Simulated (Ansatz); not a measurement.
A structure relaxed at B3LYP-D4/def2-SVPD in Ansatz, charge -1, singlet:

```
atom   x (Å)   y (Å)   z (Å)
  B1  -0.708   0.010   0.855
  B2  -1.740  -1.080   0.397
  B3  -0.490  -0.919  -0.761
  B4   1.613   0.436   0.186
  P5  -1.828  -2.177  -1.032
  P6   0.910   0.307   1.961
  P7   1.205  -0.390  -1.496
  P8   1.286   1.900  -0.944
  P9  -0.248   1.912   0.834
```

Task: Give its formula.

Result: the cluster B4P5⁻ (the lowest singlet isomer of a short search).

Task: Summarise the bond lengths by kind (pairs closer than 1.2 times the sum of covalent radii, bridged metal pairs left out).

Result: 8 × B–P 1.80 to 1.98 Å; 3 × B–B 1.57 to 1.88 Å; 3 × P–P 2.28 to 2.36 Å.

The structure comes from a short search, and lower isomers may exist.
